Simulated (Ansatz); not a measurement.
Correlation energies of ClHMoOS2 (`[OH][Mo](=[S])(=[S])[Cl]`) by basis set

```xyz
6

O     0.019   -1.366   -0.677
Mo    0.044    0.220    0.280
S     1.603    0.140    1.672
S     0.378    1.832   -1.010
Cl   -1.892    0.550    1.359
H    -0.152   -1.376   -1.624
```

The species carries charge 0 and has multiplicity 1. Correlated methods include outer-core shells of Mo, which these sets cover unevenly. Mo: def2 effective core potential. Geometry: relaxed with PBE0-D4/def2-TZVP. It is one conformer, not always the lowest. Frozen core, restricted reference, Ansatz 0.2.0.

| basis | HF (Eh) | MP2 corr. | CCSD corr. | (T) | CCSD(T) total |
| --- | --- | --- | --- | --- | --- |
| def2-SVP | ? | ? | ? | -0.06182 | ? |
| def2-TZVPP | -1397.71078 | -1.41758 | -1.34896 | -0.09516 | -1399.15490 |
| def2-QZVPP | -1397.75443 | ? | – | – | – |

Task: Fill in the withheld values. (Best estimate.)

Result: Computed: def2-SVP HF (Eh): -1397.14777; def2-SVP MP2 corr.: -1.06164; def2-SVP CCSD corr.: -0.99880; def2-SVP CCSD(T) total: -1398.20839; def2-QZVPP MP2 corr.: -1.53327.
